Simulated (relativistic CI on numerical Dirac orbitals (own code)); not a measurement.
**Ligand-field terms of d8**

Computed with a parametric ligand-field model of a d^n configuration (Racah B and C, spin-orbit zeta, crystal field), exact diagonalisation.

Field parameters in Wybourne normalisation: Td as Oh with Dq negative (B⁴₀ = 21Dq, B⁴₄ = √(5/14) B⁴₀). The field is a parameter set, without covalency.

B = 380 cm⁻¹, C = 1580 cm⁻¹ (C/B = 4.16), Td, no spin-orbit coupling. Tanabe-Sugano data, E/B above the lowest term (Δ = |10Dq|; b, c mark the second and third term of a kind):

| Δ/B | 3T1 | 3T2 | 3A2 | 1T2 | 1E | 1A1 |
| --- | --- | --- | --- | --- | --- | --- |
| 1.0 | 0.00 | 0.81 | 1.81 | 13.66 | 14.13 | 21.29 |
| 2.8 | 0.00 | 2.31 | 5.10 | 14.15 | 14.97 | 22.93 |
| 4.6 | 0.00 | 3.87 | 8.48 | 14.48 | 15.32 | 24.42 |
| 6.4 | 0.00 | 5.46 | 11.85 | 14.68 | 15.44 | 25.72 |
| 8.2 | 0.00 | 7.10 | 15.31 | 14.81 | 15.46 | 26.87 |
| 10.0 | 0.00 | 8.74 | 18.74 | 14.87 | 15.44 | 27.85 |
| 11.8 | 0.00 | 10.40 | 22.19 | 14.91 | 15.40 | 28.69 |
| 13.6 | 0.00 | 12.10 | 25.70 | 14.92 | 15.36 | 29.42 |
| 15.4 | 0.00 | 13.79 | 29.19 | 14.92 | 15.31 | 30.03 |
| 17.2 | 0.00 | 15.52 | 32.73 | 14.91 | 15.27 | 30.56 |
| 19.0 | 0.00 | 17.23 | 36.23 | 14.90 | 15.23 | 31.01 |
| 20.8 | 0.00 | 18.95 | 39.74 | 14.89 | 15.19 | 31.40 |

The ground term stays 3T1.
